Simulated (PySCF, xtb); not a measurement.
Al(Me)(OH)(SiH3) (CH₇AlOSi), SMILES [Al]([OH])([CH3])[SiH3]. One conformer was computed; it need not be the lowest.

Harmonic wavenumbers (cm⁻¹) from GFN2-xTB in xtb at its own minimum, in rising order: 29, 83, 92, 145, 162, 347, 359, 383, 460, 514, 525, 546, 626, 797, 826, 833, 874, 1301, 1458, 1461, 2104, 2110, 2126, 2908, 2919, 2949, 3752.

What does r2SCAN-D4/def2-SVP in PySCF give at its own minimum? (Estimate from the structure and the level; the computed values follow.)

28, 36, 112, 168, 188, 357, 388, 432, 432, 548, 628, 635, 686, 848, 867, 933, 933, 1198, 1419, 1419, 2182, 2188, 2192, 3021, 3114, 3137, 3933. Paired by order, the mean absolute difference is 68 cm⁻¹ and the zero-point energies are 43.9 and 45.8 kcal/mol.
